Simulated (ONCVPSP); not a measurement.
niobium: variants of one ONCV potential

Base potential:

```
Element                 : Nb (Z = 41)
Generator               : ONCVPSP 4.0.1
Type                    : optimised norm-conserving Vanderbilt (ONCV)
Functional              : Wu-Cohen
Relativity              : scalar-relativistic
Frozen core             : [Ar] 3d10
Valence charge          : 13
Reference configuration : 4s2 4p6 4d2 (charge +3)
Partial waves           : 4s: rc 1.80 bohr, ncon 4, nbas 7, qcut 7.6 1/bohr, 2 projectors, debl 1.7 Ha; 4p: rc 1.30 bohr, ncon 5, nbas 10, qcut 5.3 1/bohr, 2 projectors, debl 1 Ha; 4d: rc 1.95 bohr, ncon 3, nbas 7, qcut 8.2 1/bohr, 2 projectors, debl 2 Ha
Local potential         : polynomial inside 0.80 bohr (lpopt 5, dvloc0 4 Ha)
Core correction         : Teter function, fcfact 4.25, rcfact 1.6
```

In the s channel the program set the typed energies aside and used -3.268, 0.050 Ha. In the p channel the program set the typed energies aside and used -2.375, 0.250 Ha.

All-electron outer shells of the reference configuration (Wu-Cohen, scalar-relativistic, ld1.x):

| shell | level (eV) | outermost node (bohr) | outermost maximum (bohr) |
| --- | --- | --- | --- |
| 4s | -88.93 | 0.53 | 1.02 |
| 4p | -64.62 | 0.54 | 1.12 |
| 4d | -30.57 | 0.55 | 1.40 |

Cutoffs, loose and tight: the cutoffs (Ha) at which the residual kinetic energy of the hardest occupied pseudo-wave falls to 1 and 0.1 mHa per electron. They do not see the model core or the augmentation charge, which bear on the density cutoff. Test errors are all-electron minus pseudo excitation energies from the reference, over the configurations 4s2 4p6 4d4 5s1; 4s2 4p6 4d4; 4s2 4p6 4d3; 4s1 4p6 4d4 5s1. A dash means not determined; rows that change the core or the reference have their own tests. The largest error is taken over the tests solved by every variant that gives reliable tests at all: 4s1 4p6 4d4 5s1; 4s2 4p6 4d3; 4s2 4p6 4d4.

1 further variants are left out, since the program set their typed debl aside.

A true bound ghost makes a file unfit for plane-wave use even where its test errors are small: the radial tests pick states by their node count and pass the ghost by.

```tsv
change	outcome	cutoff, loose	cutoff, tight	bound ghosts	GHOST(+) flags above zero	largest test error (meV)
base	generated, projector energies reset by the program	148 Ha	194 Ha	s	p	-129
core correction Teter function, fcfact 4.25, rcfact 1.56	generated, projector energies reset by the program	148 Ha	194 Ha	s	p	-129
core correction none	generated, projector energies reset by the program	148 Ha	194 Ha	s	p	-100
s: qcut 8	generated, projector energies reset by the program	148 Ha	194 Ha	s	p	-117
core correction Teter function, fcfact 1, rcfact 1.6	generated, projector energies reset by the program	148 Ha	194 Ha	s	p	-116
s: qcut 10.5; p: qcut 7.3; d: qcut 11.4	failed: ERROR pspot: first pseudo wave function has node, program will stop	–	–	–	–	–
local potential polynomial inside 0.80 bohr (lpopt 5, dvloc0 1.5 Ha)	generated, projector energies reset by the program	148 Ha	194 Ha	s	p	-122
s: nproj 3	generated, projector energies reset by the program	148 Ha	194 Ha	none	s, p	-128
```
